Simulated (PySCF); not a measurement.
# Ionisation energy of Zn by level of theory

Zn [Ar] 3d10 4s2 (1S) → Zn⁺ [Ar] 3d10 4s1 (2S), as a difference of total energies. All numbers are calculated (PySCF 2.14, the spin-free X2C one-electron Hamiltonian (Gaussian nucleus), in aug-cc-pVDZ-DK). Correlated levels: valence: [Ar] frozen. The calculations carry no spin-orbit coupling.

| method | ionisation energy (eV) | error (eV) |
| --- | --- | --- |
| UHF | 7.785 | -1.609 |
| LDA | 9.952 | +0.558 |
| B3LYP | 9.639 | +0.245 |
| MP2 (valence) | 9.143 | -0.251 |
| SCS-MP2 (valence) | 9.159 | -0.235 |

Reference: 9.394 eV (measured; NIST Atomic Spectra Database, ionization energies).

Errors of the correlated levels include the incompleteness of this basis and the frozen core.

MP2 underrates the near-degeneracy of ns² with np² in the lower species.
